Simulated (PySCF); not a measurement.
C7H9OPSi.
Structure used (GFN2-xTB), in Å, numbered top down from 1:
```xyz
19
C7H9OPSi angstrom
C     -3.4470   -0.9211    0.3943
Si    -2.2335   -0.7087   -1.0544
P     -2.9328    1.0276   -2.3152
C     -0.5385   -0.4107   -0.3714
C      0.5618   -0.1195    0.0442
C      1.8406    0.1909    0.5297
C      3.0463    0.2435   -0.1297
C      4.0032    0.6143    0.8386
C      3.3178    0.7599    2.0078
O      2.0147    0.5074    1.8353
H     -4.4546   -1.1012    0.0300
H     -3.1616   -1.7600    1.0208
H     -3.4758   -0.0331    1.0203
H     -2.1696   -1.8971   -1.9189
H     -1.7551    1.1200   -3.0344
H     -2.5284    2.0001   -1.4179
H      3.2120    0.0407   -1.1678
H      5.0540    0.7544    0.6865
H      3.6366    1.0313    2.9948
```

NICS = −σ at a ghost point: NICS(0) at the centroid of the ring atoms, NICS(1) 1 Å to either side along the normal of their mean plane, zz for the tensor component along that normal. Level: GIAO PBE0/pcSseg-1 (PySCF, non-relativistic, gas phase) on the GFN2-xTB geometry, one conformer.

Ring bond lengths (Å), with Mayer bond orders in brackets: C6–C7 1.375 (1.49), C7–C8 1.411 (1.30), C8–C9 1.363 (1.58), C9–O10 1.339 (1.11), O10–C6 1.355 (1.02).

Q: What do the NICS probes read (ppm)?

A: 
| ring | type | NICS(0) | NICS(1), two faces | NICS(1)zz, two faces | rms pucker (Å) | centre to ring atoms, mean (Å) |
| --- | --- | --- | --- | --- | --- | --- |
| C6–C7–C8–C9–O10 | 5-membered ring with O; formal bonds all aromatic | -12.3 | -10.4 / -10.4 | -25.9 / -26.0 | 0.00 | 1.16 |

Q: What can be read from them?

A: 
- C6–C7–C8–C9–O10: mean NICS(1)zz -26.0 ppm, shielded, aromatic by this magnetic criterion (flat ring, no four-coordinate atom).

Q: How equal are the bonds by HOMA? HOMA = 1 − mean of α(R − Ropt)² over the ring bonds, with Krygowski's 1993 parameters (CC: Ropt 1.388 Å, α 257.7 Å⁻²; CO: Ropt 1.265 Å, α 157.38 Å⁻²).

A: 
- C6–C7–C8–C9–O10: HOMA 0.51; the largest term is that of O10–C6, α(R − Ropt)² = 1.26.

Q: At the second NICS(1) probe listed for ring C6–C7–C8–C9–O10, 1 Å off the ring, what do the in-plane components average?

A: The isotropic value is a third of the trace: (3 × -10.4 − (-26.0))/2 = -2.6 ppm.

Q: How shielded are the nuclei of the rings and their hydrogens (means over atoms taken as equivalent)?

A: 
| atoms | environment | σ isotropic (ppm) | principal values of the symmetric part, first atom (ppm) |
| --- | --- | --- | --- |
| C6 | substituted aromatic carbon | 44.6 | -22.8, 51.0, 105.8 |
| C7 | aromatic CH carbon | 59.9 | -30.8, 53.2, 157.1 |
| C8 | aromatic CH carbon | 68.8 | -15.5, 60.8, 161.1 |
| C9 | aromatic CH next to a ring oxygen | 37.9 | -37.7, 42.6, 108.9 |
| O10 | furan-type oxygen | 22.1 | -126.5, -52.3, 245.2 |
| H17 | aromatic hydrogen | 24.67 | 22.4, 23.9, 27.6 |
| H18 | aromatic hydrogen | 25.03 | 23.1, 25.6, 26.4 |
| H19 | aromatic hydrogen | 24.24 | 21.2, 25.1, 26.5 |
